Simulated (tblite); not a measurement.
Species: C3H12OSSi3.
Z-matrix (Å and degrees, GFN2-xTB geometry), rows numbered from 1:
```
C 
S   1  1.8194
Si  2  2.1359  1   98.29
C   3  1.8909  2  108.86  1   178.73
Si  4  1.9248  3  113.88  2    70.14
Si  4  1.9154  3  111.67  2   -59.76
C   4  1.4545  3  105.57  2  -177.85
O   7  1.2107  4  122.43  3  -119.38
H   1  1.0851  2  109.67  3    59.57
H   1  1.0845  2  106.99  3   178.91
H   1  1.0851  2  109.54  3   -61.78
H   3  1.4680  2  107.36  1    57.06
H   3  1.4654  2  107.85  1   -59.24
H   5  1.4666  4  106.64  3   -66.41
H   5  1.4590  4  109.13  3    51.85
H   5  1.4574  4  108.93  3   175.60
H   6  1.4628  4  108.61  3  -172.75
H   6  1.4671  4  108.71  3   -54.37
H   6  1.4574  4  108.66  3    66.43
H   7  1.1075  4  117.43  3    60.34
```

Method: GFN2-xTB as coded in tblite; computed harmonic values from a numerical Hessian at the method's own geometry, unscaled. This tight-binding method is rough: wavenumbers can miss measured ones by several per cent, in bad cases by 10 to 20. Modes of hydrogen on silicon can be 10 to 20 % off. One conformer, not necessarily the lowest.

Harmonic wavenumbers (cm⁻¹): 38.8, 41.3, 57.7, 85.7, 122.9, 127.9, 137.9, 146.2, 165.6, 193.8, 220.2, 235.9, 300.2, 411.4, 458.8, 506.9, 525.4, 527.0, 529.7, 549.2, 572.4, 619.1, 711.9, 727.7, 754.8, 766.1, 775.1, 787.3, 800.0, 803.2, 806.7, 822.8, 925.1, 947.5, 957.3, 965.5, 1145.4, 1322.0, 1379.5, 1453.8, 1459.0, 1703.9, 2207.5, 2237.8, 2247.0, 2256.5, 2278.1, 2307.7, 2322.6, 2325.1, 2748.1, 3033.9, 3038.3, 3062.4.

A = 1514, B = 609.2, C = 573.8 MHz; mass 179.992 u (most abundant isotopes); point group C1, symmetry number 1.

**Question.** Zero-point energy?

**Answer.** Half the sum of the wavenumbers: 28327 cm⁻¹ = 338.86 kJ/mol.

**Question.** Entropy at 200 K, 1 bar (ideal gas, RRHO, classical rotation)?

**Answer.** Translation 165.32, rotation 123.83, vibration 139.87: S = 429.0 J/(mol K).

**Question.** And Cp and H(200 K) − H(0)?

**Answer.** Cp = 168.55 J/(mol K), of which vibrations give 135.30 (their classical limit is 54 R = 449.0); H(200 K) − H(0) = 21.26 kJ/mol without the zero-point energy, 14.61 from vibrations.

**Question.** What must be added to the electronic energy to get the Gibbs energy at 200 K and 1 bar?

**Answer.** ZPE + [H(200 K) − H(0)] − T·S = 338.86 + 21.26 − 85.80 = 274.32 kJ/mol.

**Question.** Which modes carry the vibrational entropy at 200 K?

**Answer.** 38.8 cm⁻¹: 18.95; 41.3 cm⁻¹: 18.44; 57.7 cm⁻¹: 15.68; 85.7 cm⁻¹: 12.47; 122.9 cm⁻¹: 9.60; 127.9 cm⁻¹: 9.29 J/(mol K); the other 48 give 55.44 together.

Hindered rotation and anharmonicity are outside this model. Other conformers, if any are populated, would add a mixing term that is left out. The structure is chiral; the term R ln 2 for an equal mix with its mirror image is left out.
